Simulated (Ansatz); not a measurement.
CH$_{3}$ClFOSi, SMILES `CO[Si](F)Cl` radical, 8 atoms. Charge 0, multiplicity 2. All runs use 4 threads of a server CPU on a shared host. Correlated methods freeze the cores. Open-shell runs search over several starts.

**Question.** How many basis functions does each run have, and how long does it take in Ansatz? UHF-CCSD(T)/def2-SVP energy; UKS r2SCAN-D4/def2-TZVPP energy and forces; UKS PBE0-D4/def2-TZVP relaxation (13 steps); UHF-MP2/def2-QZVPP energy; UKS PBE0-D4/def2-TZVP frequencies; UHF-CCSD(T)/def2-TZVPP energy; UKS ωB97M-V/def2-SVP energy; direct RPA on PBE orbitals/def2-TZVPP energy; UKS PBE0-D4/def2-QZVPP energy; UKS PBE0-D4/def2-SVP energy; UKS B3LYP-D4/def2-TZVPP energy and forces; UKS PBE-D4/def2-TZVPP energy and forces. (An estimate is asked.)

**Answer.** Ansatz gave: Other jobs shared the machine, so times are rough.

| level | job | functions | wall time | peak host memory (GiB) |
| --- | --- | --- | --- | --- |
| UKS PBE0-D4/def2-SVP | energy | 93 | 0.8 s | 0.26 |
| UKS PBE-D4/def2-TZVPP | energy and forces | 219 | 1.8 s | 0.34 |
| UKS ωB97M-V/def2-SVP | energy | 93 | 2.6 s | 0.46 |
| UKS B3LYP-D4/def2-TZVPP | energy and forces | 219 | 2.9 s | 0.73 |
| UKS r2SCAN-D4/def2-TZVPP | energy and forces | 219 | 3.1 s | 0.4 |
| direct RPA on PBE orbitals/def2-TZVPP | energy | 219 | 3.6 s | 0.65 |
| UHF-CCSD(T)/def2-SVP | energy | 93 | 5 s | 0.7 |
| UKS PBE0-D4/def2-QZVPP | energy | 401 | 8 s | 1.8 |
| UHF-MP2/def2-QZVPP | energy | 401 | 12 s | 2.1 |
| UKS PBE0-D4/def2-TZVP | relaxation (13 steps) | 185 | 31 s | 0.6 |
| UKS PBE0-D4/def2-TZVP | frequencies | 185 | 66 s | 0.63 |
| UHF-CCSD(T)/def2-TZVPP | energy | 219 | 2.3 min | 9.1 |

B3LYP here is the variant with VWN-RPA as its local correlation; programs differ in this.
